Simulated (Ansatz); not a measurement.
`FB(F)OP`, 7 atoms. The species carries charge 0 and has multiplicity 1. All runs use 2 threads of an Arm Neoverse V2 on a shared host. Correlated methods freeze the cores.

Q: Give the basis size and wall time and peak host memory of each of these runs in Ansatz. RKS BHLYP-D4/def2-TZVPP energy; RKS PBE0-D4/def2-TZVPP energy; RKS ωB97M-V/def2-QZVPP energy; RKS PBE0-D4/def2-TZVP frequencies; direct RPA on PBE orbitals/def2-TZVPP energy; RKS SPW92 (LDA)/def2-TZVPP energy; RHF-CCSD(T)/def2-SVP energy; RKS PBE0-D4/def2-TZVP relaxation (9 steps); RKS ωB97M-V/def2-SVP energy; RKS B3LYP-D4/def2-TZVPP energy and forces; RKS PBE0-D4/def2-SVP energy; RKS PBE0-D4/def2-QZVPP energy. (Estimate.)

A: Computed: Other jobs shared the machine, so times are rough.

```json
{"level": "RKS PBE0-D4/def2-SVP", "job": "energy", "functions": "84", "wall time": "1.1 s", "peak host memory (GiB)": "0.37"}
{"level": "RKS SPW92 (LDA)/def2-TZVPP", "job": "energy", "functions": "194", "wall time": "1.1 s", "peak host memory (GiB)": "0.2"}
{"level": "RKS PBE0-D4/def2-TZVPP", "job": "energy", "functions": "194", "wall time": "2.6 s", "peak host memory (GiB)": "0.4"}
{"level": "RKS BHLYP-D4/def2-TZVPP", "job": "energy", "functions": "194", "wall time": "2.9 s", "peak host memory (GiB)": "0.38"}
{"level": "RHF-CCSD(T)/def2-SVP", "job": "energy", "functions": "84", "wall time": "3.4 s", "peak host memory (GiB)": "0.37"}
{"level": "RKS B3LYP-D4/def2-TZVPP", "job": "energy and forces", "functions": "194", "wall time": "3.6 s", "peak host memory (GiB)": "0.39"}
{"level": "direct RPA on PBE orbitals/def2-TZVPP", "job": "energy", "functions": "194", "wall time": "4.5 s", "peak host memory (GiB)": "0.37"}
{"level": "RKS ωB97M-V/def2-SVP", "job": "energy", "functions": "84", "wall time": "4.8 s", "peak host memory (GiB)": "0.37"}
{"level": "RKS PBE0-D4/def2-QZVPP", "job": "energy", "functions": "358", "wall time": "6.5 s", "peak host memory (GiB)": "0.92"}
{"level": "RKS ωB97M-V/def2-QZVPP", "job": "energy", "functions": "358", "wall time": "16 s", "peak host memory (GiB)": "1.1"}
{"level": "RKS PBE0-D4/def2-TZVP", "job": "relaxation (9 steps)", "functions": "173", "wall time": "30 s", "peak host memory (GiB)": "0.36"}
{"level": "RKS PBE0-D4/def2-TZVP", "job": "frequencies", "functions": "173", "wall time": "85 s", "peak host memory (GiB)": "0.37"}
```

B3LYP here is the variant with VWN-RPA as its local correlation; programs differ in this.
